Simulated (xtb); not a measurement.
BI3, triplet, geometry from GFN2-xTB (a higher spin typed on purpose: for a closed-shell molecule this is an excited state), atoms displaced at random by about 0.05 Å a coordinate. Base run: xtb with GFN2-xTB.

xtb was given this input:
```
$ xtb mol.xyz --gfn 2 --uhf 2 --opt --json

# file mol.xyz
4

B     -0.01790225    -0.01443138     0.03225495
I      2.03726164    -0.41944887    -0.58619393
I     -0.78941195    -0.90146960     1.85811931
I     -1.27537450     1.28513186    -1.23969915
```

The base run was repeated with changes; each row names its change, and settings that it needs were set with it.

```tsv
change	ΔE vs base (kcal/mol)	optimiser steps
base	0.000	4
opt level = vtight	0.000	6
engine = inertial	-7.50	-
opt level = loose	0.001	3
opt level = sloppy	0.001	3
opt level = crude	0.014	2
opt level = tight	0.000	5
opt level = lax	0.000	4
alpb = cs2	-10.15	4
```
